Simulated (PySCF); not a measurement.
Structure problem from calculated spectra and properties.

Formula: C3H3F6P.

| Property | Result |
| --- | --- |
| NMR, other nuclei | isotropic shieldings of nuclei other than C and H, by class: 243 (6 F), 335 (1 P) ppm [GIAO PBE0/pcSseg-1] |
| UV, strongest line | among the 8 lowest singlet transitions: S6 at 9.06 eV (137 nm, f = 0.092) [TDDFT CAM-B3LYP/def2-SVPD] |
| Rotational structure | rotational constants A, B, C: 1.749, 0.915, 0.796 GHz [GFN2-xTB] |
| Triplet | lowest triplet excitation (Tamm–Dancoff): 5.41 eV [TDA CAM-B3LYP/def2-SVPD] |
| 13C NMR | chemical shifts (computed TMS as zero) by class: 138.7 (2 C), 6.6 (1 C) ppm [GIAO PBE0/pcSseg-1] |
| UV, first state | lowest singlet excitation: 6.97 eV (178 nm, f = 0.089) [TDDFT CAM-B3LYP/def2-SVPD] |

The electronic properties come from PySCF, for the isolated species, density fitting. Levels stand in brackets. Geometry: GFN2-xTB; no solvent, vibrations or thermal averaging. NMR values are class means; diastereotopic atoms form classes of their own.

Problem. What is the compound? Reason from the data.

Solution. Numbering: `[CH3:1][P:2]([C:3]([F:4])([F:5])[F:6])[C:7]([F:8])([F:9])[F:10]`. 3 carbons fall into 2 classes; from least to most shielded: CF3 carbon [C3/C7] (138.7 ppm, 2 C), sp3 carbon bound to phosphorus [C1] (6.6 ppm). The other shieldings belong to: 243 ppm, fluorine of a CF3 group [F4/F5/F6/F8/F9/F10]; 335 ppm, phosphine phosphorus [P2]. The optimised geometry has point group Cs and is an asymmetric top. Structure: `FC(F)(P(C(F)(F)F)C)F`. The assignments are read from this structure; whether some other isomer fits the data as well wasn't checked.

The values belong to the conformer `[CH3:1][P:2]([C:3]([F:4])([F:5])[F:6])[C:7]([F:8])([F:9])[F:10]`: C1–P2–C3–F4 42°, C1–P2–C7–F8 -42°.
